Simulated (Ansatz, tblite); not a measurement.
Cost and result up the ladder for Pd₂O₂⁻ (4 atoms). Total charge -1; doublet. Geometry: r2SCAN-D4/def2-TZVPD.

```xyz
4

Pd    0.321    0.932   -0.768
Pd   -0.321   -0.931    0.767
O    -1.393   -0.022   -0.608
O     1.393    0.022    0.608
```

Ansatz on 2 threads of Arm Neoverse V2 on a shared host; xTB runs through tblite on one thread. Times are rough, summed over both states, and most runs start from the orbitals of an earlier one. No level here is sound enough to serve as a yardstick. The other state is a triplet.

In the def2 sets Pd takes a core potential; there is no spin–orbit coupling. The xTB rows come from tblite. The structure comes from a short search, and lower isomers may exist.

Run but left out: PBE0-D4/def2-TZVPD (doublet: ⟨S²⟩ 1.26, where a pure state has 0.75).

Raw xTB energies of ions are shifted by several eV, and xTB has no spin-polarisation term.

```
               level  functions  wall time  vertical IE (eV)                       remarks
            GFN1-xTB         26    0.004 s              7.99                             –
            GFN2-xTB         26    0.004 s              6.72                             –
   PBE-D4/def2-TZVPD        160       12 s              2.25  HOMO above zero (-1 doublet)
r2SCAN-D4/def2-TZVPD        160       62 s              2.21  HOMO above zero (-1 doublet)
```
